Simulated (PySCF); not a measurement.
Identify the unknown among the candidates.

All candidates are C6H13BO2.

- Rotational structure: rotational constants A, B, C: 2.597, 0.924, 0.820 GHz [PBE0-D3(BJ)/def2-SVP]
- Triplet: lowest triplet excitation (Tamm–Dancoff): 4.45 eV [TDA B3LYP/def2-SVPD]
- 13C NMR: chemical shifts (computed TMS as zero) by class: 142.9 (1 C), 107.4 (1 C), 75.5 (1 C), 56.4 (1 C), 30.1 (2 C) ppm [GIAO KT3/pcSseg-1]
- XPS: B1s 196.7, C1s 290.1, C1s 290.4, C1s 290.5 (×2), C1s 292.3, C1s 292.4, O1s 537.9, O1s 538.3 eV [ΔSCF SCAN, pcX-2 on the ionised atom, pcseg-1 elsewhere, spin-free X2C]
- UV, strongest line: among the 10 lowest singlet transitions: S9 at 7.69 eV (161 nm, f = 0.188) [TDDFT B3LYP/def2-SVPD]
- Polarisability: 97.2 au [B3LYP/def2-SVPD]
- 1H NMR: chemical shifts (computed TMS as zero) by class: 5.95 (1 H), 5.18 (1 H), 5.07 (1 H), 4.33 (1 H), 3.77 (3 H), 1.28 (6 H) ppm [GIAO KT3/pcSseg-1]

Gas-phase values; electronic properties from PySCF, density fitting. Levels stand in brackets. One conformer (not necessarily the lowest) at the PBE0-D3(BJ)/def2-SVP geometry, without solvent, vibrations or thermal averaging. NMR classes are plain means over equivalent atoms (diastereotopic ones count apart unless rotation or inversion swaps them), as if these changed places fast.

Problem. Which candidate is it?
A. `C/C=C\CB(OC)OC`
B. `OB(O)C1CCCCC1`
C. `C=CC(C)(C)OBOC`
D. `COBC1(OC)CCC1`

Solution. C. It is `C=CC(C)(C)OBOC`. Numbering: `[CH2:1]=[CH:2][C:3]([CH3:4])([CH3:5])[O:6][BH:7][O:8][CH3:9]`. 6 carbons fall into 5 classes; from least to most shielded: alkene CH carbon [C2] (142.9 ppm), terminal =CH2 carbon [C1] (107.4 ppm), sp3 carbon bound to oxygen [C3] (75.5 ppm), methoxy carbon [C9] (56.4 ppm), methyl carbon [C4/C5] (30.1 ppm, 2 C, up to 4.4 ppm apart in this geometry). Hydrogen classes from least to most shielded: 1 H on an alkene CH carbon, C2 (5.95 ppm), 1 H on a terminal =CH2 carbon, C1 (5.18 ppm), 1 H on a terminal =CH2 carbon, C1 (5.07 ppm), 1 H on a three-coordinate boron, B7 (4.33 ppm), 3 H on a methoxy carbon, C9 (3.77 ppm), 6 H on 2 methyl carbons, C4/C5 (1.28 ppm, a mean of values up to 0.8 ppm apart in this geometry). The core levels belong to: B1s 196.7 eV, three-coordinate boron [B7]; C1s 290.1 eV, terminal =CH2 carbon [C1]; C1s 290.4 eV, alkene CH carbon [C2]; C1s 290.5 eV, methyl carbon [C4/C5]; C1s 292.3 eV, sp3 carbon bound to oxygen [C3]; C1s 292.4 eV, methoxy carbon [C9]; O1s 537.9 eV, boron-bound oxygen [O6]; O1s 538.3 eV, boron-bound oxygen [O8]. One atom of each topological class was ionised and stands for its class. The hole state at 290.4 eV has ⟨S²⟩ = 0.82 against 0.75, so that value is less sure. The optimised geometry has point group C1 and is an asymmetric top.

The others, at the same levels:
- `C/C=C\CB(OC)OC` fails: its computed core binding energies are B1s 196.5, C1s 289.6, C1s 289.7, C1s 290.0, C1s 290.4, C1s 292.0 (×2), O1s 538.2 (×2) eV, rotational constant A is 2.059 GHz (against 2.597 GHz) and smallest rotational constant is 0.749 GHz (against 0.820 GHz).
- `COBC1(OC)CCC1` fails: its computed core binding energies are B1s 196.0, C1s 290.0 (×2), C1s 290.2, C1s 290.9, C1s 291.8, C1s 292.5, O1s 537.8, O1s 538.8 eV, rotational constant A is 2.073 GHz (against 2.597 GHz) and smallest rotational constant is 0.943 GHz (against 0.820 GHz).
- `OB(O)C1CCCCC1` fails: its computed core binding energies are B1s 196.9, C1s 289.5, C1s 290.0 (×2), C1s 290.0 (×2), C1s 290.1, O1s 539.1 (×2) eV, rotational constant A is 3.078 GHz (against 2.597 GHz) and smallest rotational constant is 0.886 GHz (against 0.820 GHz).

Each candidate is one conformer, not necessarily the lowest. Dipoles, sizes and rotational constants follow the conformer. The torsions of the flexible species, by atom-mapped SMILES:
- `[CH2:1]=[CH:2][C:3]([CH3:4])([CH3:5])[O:6][BH:7][O:8][CH3:9]`: C1–C2–C3–C4 -133°, C2–C3–O6–B7 -70°, C3–O6–B7–O8 176°, O6–B7–O8–C9 178°
- `[CH3:1]/[CH:2]=[CH:3]\[CH2:4][B:5]([O:6][CH3:7])[O:8][CH3:9]`: C2–C3–C4–B5 104°, C3–C4–B5–O6 3°, C4–B5–O6–C7 179°, C4–B5–O8–C9 1°
- `[CH3:1][O:2][BH:3][C:4]1([O:5][CH3:6])[CH2:7][CH2:8][CH2:9]1`: C1–O2–B3–C4 174°, O2–B3–C4–O5 160°, B3–C4–O5–C6 -67°

The conformers of `OB(O)C1CCCCC1` aren't listed.
